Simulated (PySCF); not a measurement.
Can point charges reproduce the dipole moment of `[SiH2]([Si](C)([SiH3])[SiH3])[SiH2]O`?

Coordinates (GFN2-xTB, Å) and charges (e) from the PBE0/pcSseg-1 density (PySCF):

| atom | x | y | z | Mulliken | IAO | Hirshfeld | ESP-fitted |
| --- | --- | --- | --- | --- | --- | --- | --- |
| C1 | -2.274 | -0.441 | -1.433 | -0.5698 | -0.6753 | -0.2105 | -0.6729 |
| Si2 | -0.764 | 0.088 | -0.362 | -0.1564 | +0.2192 | +0.1432 | +0.3281 |
| Si3 | -1.635 | 0.888 | 1.657 | +0.3018 | +0.2992 | +0.2041 | +0.1870 |
| Si4 | 0.409 | 1.702 | -1.584 | +0.2994 | +0.3037 | +0.2018 | +0.1540 |
| Si5 | 0.570 | -1.824 | -0.013 | -0.0048 | +0.1310 | +0.1402 | +0.0233 |
| Si6 | 2.521 | -1.203 | 1.023 | +0.6306 | +0.7365 | +0.3083 | +0.5453 |
| O7 | 2.180 | 0.398 | 1.136 | -0.5748 | -0.8023 | -0.2896 | -0.7195 |
| H8 | -1.957 | -0.864 | -2.382 | +0.1470 | +0.1548 | +0.0400 | +0.1763 |
| H9 | -2.924 | 0.402 | -1.652 | +0.1485 | +0.1559 | +0.0410 | +0.1657 |
| H10 | -2.873 | -1.192 | -0.926 | +0.1465 | +0.1546 | +0.0399 | +0.1731 |
| H11 | -0.578 | 1.432 | 2.513 | -0.0568 | -0.0966 | -0.0785 | -0.0825 |
| H12 | -2.621 | 1.963 | 1.498 | -0.0621 | -0.0981 | -0.0760 | -0.0727 |
| H13 | -2.310 | -0.146 | 2.452 | -0.0619 | -0.0979 | -0.0762 | -0.0718 |
| H14 | 1.405 | 1.111 | -2.486 | -0.0622 | -0.0989 | -0.0766 | -0.0620 |
| H15 | -0.439 | 2.544 | -2.438 | -0.0642 | -0.1019 | -0.0778 | -0.0675 |
| H16 | 1.136 | 2.629 | -0.714 | -0.0639 | -0.0984 | -0.0795 | -0.0757 |
| H17 | -0.118 | -2.862 | 0.781 | -0.0201 | -0.0824 | -0.0772 | -0.0605 |
| H18 | 0.868 | -2.549 | -1.264 | -0.0186 | -0.0820 | -0.0763 | -0.0567 |
| H19 | 3.790 | -1.357 | 0.298 | -0.1053 | -0.1431 | -0.0893 | -0.1333 |
| H20 | 2.808 | -1.713 | 2.370 | -0.1038 | -0.1424 | -0.0889 | -0.1314 |
| H21 | 2.797 | 1.011 | 1.527 | +0.2509 | +0.3644 | +0.1787 | +0.4538 |

Form Σ q r in debye for every column and set it beside the full dipole.

The full density gives (0.71, -0.12, 0.23) D, 0.75 D in size; dipole vectors point from the negative to the positive end.

```tsv
scheme	μx	μy	μz	size (D)	share of the full size (%)	angle to the full dipole (°)
Mulliken	2.11	-0.58	1.16	2.48	329	11
IAO	1.59	-1.41	0.60	2.20	293	30
Hirshfeld	0.68	-0.24	0.30	0.79	104	10
ESP-fitted	0.68	-0.15	0.21	0.73	97	2
```

Which set comes closest?

Length of the difference vector: ESP-fitted 0.04 D, Hirshfeld 0.14 D, IAO 1.60 D, Mulliken 1.74 D. Closest: ESP-fitted. ESP charges are fitted to the potential around the molecule, whose slowest-falling term is the dipole's. 

What is left for the Hirshfeld atoms' own dipoles?

The Hirshfeld atoms' densities add up to the full density, so μ = Σ q r + Σ (atomic dipoles). The atomic dipoles sum to (0.71, -0.12, 0.23) − (0.68, -0.24, 0.30) = (0.03, 0.12, -0.07) D, 0.14 D in size.

With the origin at the mean of the coordinates, (0.000, 0.001, 0.000) Å, which are the largest single terms, by size, of the Mulliken dipole along the direction of the full one?

Si6 +8.71, C1 +6.84, O7 -6.43, H21 +3.53, H9 -2.36 D; all 21 atoms together +2.43 D. The single terms depend on the origin, their sum doesn't.

Give the size of the full dipole in other units.

0.75 D = 0.296 au = 0.157 e·Å = 2.51 × 10⁻³⁰ C·m.

One conformer (not necessarily the lowest) at the GFN2-xTB geometry, without solvent, vibrations or thermal averaging. GFN2-xTB frequencies show an imaginary mode (27i cm⁻¹), so this geometry is no minimum at that level.

The values belong to the conformer `[CH3:1][Si:2]([SiH3:3])([SiH3:4])[SiH2:5][SiH2:6][OH:7]`: C1–Si2–Si5–Si6 173°, Si2–Si5–Si6–O7 1°, H–O7–Si6–Si5 180°.
